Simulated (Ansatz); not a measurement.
C2H3 (SMILES [CH]=C), doublet (typed; the unrestricted solution is spin-contaminated), at a GFN2-xTB geometry; Ansatz (a quantum-chemistry and plane-wave program) with HF/3-21G.

The Ansatz input:
Ansatz 0.2 input:
```yaml
crystal:
  periodic: [false, false, false]
  atoms:
    - {symbol: C, position_ang: [0.05254389, -0.57433481, -0.01733787]}
    - {symbol: C, position_ang: [0.03699099, 0.71273635, 0.02197531]}
    - {symbol: H, position_ang: [-0.84387122, -1.20149708, -0.04055811]}
    - {symbol: H, position_ang: [0.97465882, -1.13961553, -0.03048968]}
    - {symbol: H, position_ang: [-0.66799688, 1.51070337, 0.04322315]}
basis:
  gaussian:
    orbitals: 3-21G.json
    nuclear_model: gaussian
hamiltonian:
  xc: hf
magnetization: {spin_polarized: true, initial_magnetization: 1}
```
The basis file holds 3-21G in the JSON format of the Basis Set Exchange.

What the program printed (banner, timings and long lists left out):

```
Functional definition: HF
319 factors; integrals over basis functions are off by at most 9.2e-4 eV
mean field evaluation 1: about -2092.8826 eV, gradient 1.2e1 eV
mean field evaluation 2: about -2092.8795 eV, gradient 1.2e1 eV
mean field evaluation 4: about -2094.0224 eV, gradient 1.6e0 eV
mean field evaluation 8: about -2094.1802 eV, gradient 5.0e-1 eV
mean field -2094.20619579 eV, -76.9606581913 hartree, gradient 2.2e-5 eV, S^2 0.963863; 0 other end points of the search recorded, 0 dependent functions left out
reference -2094.20619579 eV, -76.9606581913 hartree; 8, 7 occupied and 16, 17 virtual orbitals, 319 factors
Total energy: -2094.20619579 eV, -76.9606581913 hartree
```
